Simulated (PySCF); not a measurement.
Al(Cl)2(NHMe) (CH4AlCl2N), SMILES [Cl][Al]([NH]C)[Cl].

The structure is a stationary point at PBE-D3(BJ)/def2-SVP. The structure was generated by enumeration; whether it is a known compound was not checked. One conformer was computed; it need not be the lowest.

Level of theory: PBE-D3(BJ)/def2-SVP (PySCF).

Frequencies are harmonic and unscaled.

```tsv
mode	ν (cm⁻¹)	IR (km/mol)	moving atoms (share of kinetic energy)
1	100	1.3	Cl 40 %, C 34 %, H 18 %
2	108	0.5	H 29 %, N 27 %, C 21 %, Al 13 %, Cl 10 %
3	141	8.1	Cl 69 %, Al 15 %, N 9 %
4	162	0.1	H 93 %
5	209	25.5	Al 62 %, N 22 %, Cl 8 %
6	289	4.3	N 31 %, C 25 %, Cl 25 %, H 16 %
7	418	16.0	Cl 62 %, N 21 %, Al 11 %
8	513	82.6	H 88 %, N 11 %
9	612	156.3	Al 69 %, Cl 29 %
10	761	88.1	Al 46 %, N 27 %, H 12 %, C 12 %
11	1044	24.9	H 86 %, C 10 %
12	1098	0.2	H 76 %, C 19 %
13	1134	103.1	N 45 %, C 35 %, H 18 %
14	1336	38.8	H 65 %, N 23 %, C 11 %
15	1399	17.2	H 86 %, C 14 %
16	1417	1.9	H 97 %
17	1443	4.4	H 96 %
18	2925	97.3	H 97 %
19	2985	33.5	H 90 %, C 10 %
20	3050	11.2	H 91 %, C 9 %
21	3500	21.5	H 93 %
```
